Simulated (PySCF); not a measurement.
Atomic charges by several schemes

Compound: TcO3F (singlet state).
Cartesian coordinates in Å at the PBE0-D3(BJ)/def2-SVP level; atoms count from 1:
```
atom  x, y, z in Å
Tc1    0.0119    0.0249    0.0109
O2     0.0255    0.0105    1.6675
O3     1.5707    0.0586   -0.5467
O4    -0.7872    1.3765   -0.5180
F5    -0.8210   -1.4704   -0.6137
```

Density: PBE0/pcSseg-1 (def2-TZVP on Tc) (PySCF); schemes: Mulliken and ESP-fitted. Isolated species at its PBE0-D3(BJ)/def2-SVP geometry, gas phase. Atoms past krypton carry effective core potentials; spin–orbit coupling is left out.

What partial charge does each atom carry?

In e:

```tsv
atom	environment	Mulliken	ESP-fitted
Tc1	technetium bonded to F and 3 O	+1.720	+1.407
O2	oxygen bonded to Tc	-0.437	-0.374
O3	oxygen bonded to Tc	-0.436	-0.373
O4	oxygen bonded to Tc	-0.437	-0.374
F5	fluorine bonded to Tc	-0.409	-0.285
```

Mean size of the charges over all atoms: Mulliken 0.688 e, ESP-fitted 0.563 e. Each set sums to the total charge, 0, to within 0.001 e. The ESP scheme fits charges at the nuclei, held to the total charge, to the electrostatic potential on points at 1.4 to 2.0 times the van der Waals radii. The Mulliken scheme counts on each atom the diagonal of the density matrix times the overlap matrix over that atom's basis functions.

Lowest charge. All schemes agree: Mulliken O2 and O4 (-0.437); ESP-fitted O2 and O4 (-0.374).

Highest charge. All schemes agree: Mulliken Tc1 (+1.720); ESP-fitted Tc1 (+1.407).

How many electrons does the ESP-fitted scheme count on O3?

Z − q = 8 − (-0.373) = 8.373.

Sum the charges by element, for elements with more than one atom.

```
element  atoms  Mulliken  ESP-fitted
      O      3    -1.310      -1.122
```
